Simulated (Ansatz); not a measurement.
`CO[SiH2]S[SiH3]` + `[Cl][GeH3]` → `[CH3][GeH2][Cl]` + `O[SiH2]S[SiH3]`  (formal exchange of groups at a C–O bond)

Program: Ansatz. Geometries: PBE0-D4/def2-TZVP. ΔE: electronic, gas phase. CBS: MP2 limit from def2 TZ/QZ plus the TZ coupled-cluster correction, frozen cores. DFT in def2-TZVPP. B3LYP here is the variant with VWN-RPA as its local correlation; programs differ in this. For Ge outer-core shells are correlated without core-valence functions, which leaves a few kJ/mol of doubt a bond. Scalar relativity is left out up to krypton. Each species was taken in one conformer, which may not be the lowest.

```csv
level,ΔE (kcal/mol),difference from CCSD(T)/CBS
r2SCAN-D4,-22.3,0.8
PBE0-D4,-21.9,1.2
B3LYP-D4,-20.5,2.6
ωB97X-V,-20.9,2.2
ωB97M-V,-21.9,1.2
PBE,-22.0,1.1
B3LYP,-21.2,1.9
HF/def2-TZVPP,-19.8,3.3
MP2/def2-TZVPP,-24.5,-1.4
SCS-MP2/def2-TZVPP,-22.7,0.4
CCSD/def2-TZVPP,-22.4,0.7
CCSD(T)/def2-TZVPP,-22.6,0.5
HF/def2-QZVPP,-19.5,3.6
MP2/def2-QZVPP,-24.7,-1.6
SCS-MP2/def2-QZVPP,-23.0,0.1
MP2/CBS(def2),-25.0,-1.9
CCSD(T)/CBS,-23.1,0
```

Largest T1 diagnostic among the species: 0.012.

In def2-TZVPP, CCSD(T) changes the Hartree–Fock value by −2.7 kcal/mol (the triples alone add −0.1 kcal/mol) and MP2 by −4.6 kcal/mol.

CCSD(T)/CBS has its own doubt, a few kJ/mol and more with outer-core shells, so smaller differences from it don't rank the levels.
